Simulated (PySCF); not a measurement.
C₃H₆F₂Si, SMILES C/C=C(/[SiH2]F)F. Heavy atoms are numbered as in [CH3:1]/[CH:2]=[C:3](\[F:4])[SiH2:5][F:6]. Hydrogens are named by the atom that carries them.

Geometry optimised at B3LYP-D3(BJ)/def2-SVP. The structure was generated by enumeration; whether it is a known compound was not checked. The values are those of a single conformer.

Computed with ωB97X/def2-TZVP run with PySCF.

ESP charges are fitted to the potential on shells at 1.4 to 2.0 van der Waals radii. Atomic charges (e), one atom of each kind:

| atom | ESP fit | IAO | Mulliken |
|---|---|---|---|
| C1 (CH3) | -0.40 | -0.42 | -0.32 |
| C2 (CH) | 0.06 | -0.15 | -0.18 |
| C3 | -0.11 | (withheld) | 0.02 |
| F4 | -0.12 | -0.30 | -0.22 |
| Si5 (SiH2) | 0.42 | (withheld) | 0.55 |
| F6 | -0.26 | -0.55 | -0.34 |
| H on C1 | 0.13 | (withheld) | 0.13 |
| H on C2 | 0.10 | (withheld) | 0.16 |
| H on Si5 | -0.05 | -0.15 | -0.04 |

Complete the blanks. (An estimate is asked for; the answer gives what the named calculation found.)


- C3, IAO: -0.04
- Si5 (SiH2), IAO: 1.13
- H on C1, IAO: 0.15
- H on C2, IAO: 0.16

Give the Mayer and Wiberg (Löwdin basis) orders of the bonds. (Estimate from the structure and the level; the computed values follow.)


```tsv
bond	Mayer	Wiberg
C1–C2	0.94	1.30
C2–C3	1.82	2.01
C3–F4	0.98	1.66
C3–Si5	0.99	1.07
Si5–F6	1.06	1.67
```
